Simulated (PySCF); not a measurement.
This PySCF input asks for the NMR shieldings of SMILES [C@H]12[Si@H](F)C[C@](F)(CC1)S2, C₅H₈F₂SSi; the geometry comes from GFN2-xTB.

```python
import basis_set_exchange as bse
import numpy as np
from pyscf import gto, dft
from pyscf.prop import nmr

atoms = """
F     1.943202    1.245311   -1.400449
Si    1.667917    0.572754    0.046612
C     1.060413   -1.213206   -0.176897
C    -0.360405   -1.173575    0.371652
F    -0.830883   -2.436069    0.604718
C    -1.319999   -0.391309   -0.526235
C    -1.106702    1.104125   -0.238489
C     0.028692    1.199535    0.779210
S    -0.305489   -0.186263    1.931636
H     2.828118    0.794004    0.882668
H     1.058334   -1.568598   -1.208211
H     1.634414   -1.928506    0.412367
H    -1.132838   -0.638946   -1.571797
H    -2.338921   -0.696064   -0.282740
H    -2.015225    1.541487    0.177900
H    -0.847975    1.654097   -1.144579
H     0.030348    2.133254    1.332724
"""
names = dict.fromkeys(["F", "Si", "C", "S", "H"], "pcSseg-1")
basis = {el: gto.basis.parse(bse.get_basis(n, elements=[el], fmt="nwchem")) for el, n in names.items()}
mol = gto.M(atom=atoms, basis=basis, charge=0, verbose=0)
mf = dft.RKS(mol, xc="PBE0")
mf.grids.level = 2
mf.grids.alignment = dft.numint.BLKSIZE   # the property module wants whole blocks of grid points
mf.conv_tol = 1e-9
mf.kernel()

calc = nmr.RKS(mf)   # GIAO
C = mf.mo_coeff
Co = C[:, mf.mo_occ > 0]
resp = mf.gen_response(singlet=True, hermi=2)
def vind(x):   # induced exchange potential for any number of trial vectors
    d = np.einsum("pi,xij,qj->xpq", C, 2 * x.reshape(-1, C.shape[1], Co.shape[1]), Co, optimize=True)
    return np.einsum("xpq,pi,qj->xij", resp(d - d.transpose(0, 2, 1)), C, Co, optimize=True).ravel()
mo1, _ = nmr.rhf.solve_mo1(calc, with_cphf=vind)
sigma = calc.kernel(mo1)
for i, s in enumerate(sigma):   # ppm
    w = np.linalg.eigvalsh((s + s.T) / 2)
    print("%2d %-2s iso %8.1f  s11 %8.1f  s22 %8.1f  s33 %8.1f" % (i, mol.atom_pure_symbol(i), w.mean(), *w))
```

Q: What does it print?

A: 
```
 0 F  iso    354.1  s11    333.0  s22    352.5  s33    376.9
 1 Si iso    351.4  s11    321.1  s22    363.2  s33    369.7
 2 C  iso    154.5  s11    131.0  s22    154.4  s33    178.0
 3 C  iso     65.0  s11     30.8  s22     50.9  s33    113.4
 4 F  iso    328.4  s11    304.4  s22    310.6  s33    370.1
 5 C  iso    144.7  s11    123.5  s22    137.3  s33    173.4
 6 C  iso    157.5  s11    135.7  s22    161.3  s33    175.6
 7 C  iso    145.8  s11    120.1  s22    138.8  s33    178.6
 8 S  iso    423.8  s11    206.9  s22    367.8  s33    696.8
 9 H  iso     26.8  s11     22.7  s22     24.5  s33     33.2
10 H  iso     30.4  s11     26.5  s22     27.7  s33     36.9
11 H  iso     29.7  s11     26.4  s22     26.8  s33     35.8
12 H  iso     29.7  s11     26.2  s22     27.4  s33     35.4
13 H  iso     29.3  s11     24.9  s22     27.4  s33     35.8
14 H  iso     29.2  s11     23.9  s22     26.8  s33     37.1
15 H  iso     29.5  s11     25.0  s22     26.5  s33     36.9
16 H  iso     29.0  s11     24.9  s22     25.7  s33     36.6
```

These numbers come from an equivalent density-fitted implementation of the same equations, which agrees with the script to about 0.01 ppm for H and up to a few tenths of a ppm for heavy atoms, so last digits may differ.

Q: Turn these shieldings into chemical shifts. Shifts are taken against calculated references (same method and geometry level): CFCl3 for ¹⁹F (σ = 170.95 ppm); ²⁹Si (σ = 349.16 ppm) and ¹³C (σ = 186.93 ppm) and ¹H (σ = 31.72 ppm) vs TMS; CS2 for ³³S (σ = 503.73 ppm).

A: Averaging equivalent atoms: F 4: -157.4; F 0: -183.2; Si 1: -2.2; C 3: 121.9; C 5: 42.2; C 7: 41.1; C 2: 32.5; C 6: 29.4; S 8: 80; H 9: 4.93; H 16: 2.67; H 14: 2.47; H 13: 2.38; H 15: 2.26; H 11: 2.05; H 12: 2.02; H 10: 1.32 ppm. Unscaled 19F shifts against computed CFCl3 carry errors that often reach 10 to 50 ppm.

Size and cost of the density-fitted run: 207 basis functions, 74 s wall time on 1 thread of an Arm Neoverse N1, shared host; peak memory 0.92 GiB.
